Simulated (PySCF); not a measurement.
Species: C5H9ClFSi (doublet state).
Z-matrix (Å and degrees, GFN2-xTB geometry), rows numbered from 1:
```
C 
C   1  1.5042
C   2  1.2990  1  123.77
Si  3  1.8220  2  158.39  1  -170.33
Cl  4  2.0448  3  107.75  2    47.95
C   2  1.5259  1  114.62  3  -177.80
C   6  1.5254  2  110.68  1    91.09
F   7  1.3744  6  110.69  2   -69.09
H   1  1.0885  2  109.28  3   123.13
H   1  1.0893  2  109.81  3  -118.28
H   1  1.0862  2  110.91  3     2.40
H   4  1.4621  3  111.12  2   164.00
H   4  1.4623  3  112.30  2   -69.82
H   6  1.0912  2  109.60  1   -29.49
H   6  1.0897  2  109.86  1  -149.99
H   7  1.0942  6  111.33  2    49.84
H   7  1.0952  6  111.00  2   173.00
```

The hyperfine couplings belong to this conformer and change with its torsions.

The species is `C/C(=[C]/[SiH2]Cl)CCF` [radical].

The calculation used UKS B3LYP, pcH-1 on C Cl F H Si, non-relativistic, mean-field spin-orbit, GIAO in PySCF 2.14.0. Geometry: GFN2-xTB, one conformer, isolated molecule. Couplings are sensitive to structure, and on GFN2-xTB geometries they can be far from those on DFT ones. The SCF solution wasn't tested for stability.

Q: Predict the first-order ENDOR lines of C3, C6, C1, C2, H12/H13, H9/H10/H11, H14/H15, Si4 and Cl5 under fast tumbling at B = 333.0 mT (X band).

A: ν± = |νn ± a/2|, one line for each electron-spin manifold; νn = |g_N| × 7.62259 MHz/T × B.

| nuclei | isotope | g_N | νn (MHz) | a_iso (MHz) | lower line (MHz) | upper line (MHz) |
| --- | --- | --- | --- | --- | --- | --- |
| C3 | 13C | 1.4048 | 3.57 | 122.53 | 57.70 | 64.83 |
| C6 | 13C | 1.4048 | 3.57 | 74.57 | 33.72 | 40.85 |
| C1 | 13C | 1.4048 | 3.57 | 68.23 | 30.55 | 37.68 |
| C2 | 13C | 1.4048 | 3.57 | -40.66 | 16.76 | 23.90 |
| H12/H13 | 1H | 5.5857 | 14.18 | 39.68 | 5.66 | 34.02 |
| H9/H10/H11 | 1H | 5.5857 | 14.18 | -4.45 | 11.95 | 16.40 |
| H14/H15 | 1H | 5.5857 | 14.18 | 2.76 | 12.80 | 15.56 |
| Si4 | 29Si | -1.1106 | 2.82 | 3.88 | 0.88 | 4.76 |
| Cl5 | 35Cl | 0.5479 | 1.39 | 9.27 | 3.25 | 6.03 |

The rows for 13C and 29Si, of low natural abundance, apply to labelled samples.

Q: Which pairs are centred on the nuclear Larmor frequency, and which on half the coupling?

A: Centred on νn, since |a| < 2νn: H9/H10/H11, H14/H15 and Si4. Centred on |a|/2 and split by 2νn: C3, C6, C1, C2, H12/H13 and Cl5.

Q: At what field would the lower line of H12/H13 fall to zero frequency?

A: Where νn = |a|/2, that is B = 19.84 MHz/(5.5857 × 7.62259 MHz/T) = 466 mT, as far as first order holds there.

Couplings of abundant isotopes left out: H16/H17 (2.6 MHz).

Nuclei that the bonding pattern makes equivalent are averaged, as if the motion that swaps them (rotation, inversion, ring flip) were fast. The 1H value of +2.8 MHz is a mean of couplings from -5.1 to 10.6 MHz in this one geometry, not an average over conformers.

Main isotope only: 35Cl (natural samples also hold 24 % 37Cl, magnetic too, which adds its own pattern).

The Mulliken spin populations are largest on C3 (+1.00), C2 (-0.17) and C6 (+0.07). C3 is the only atom above +0.15.
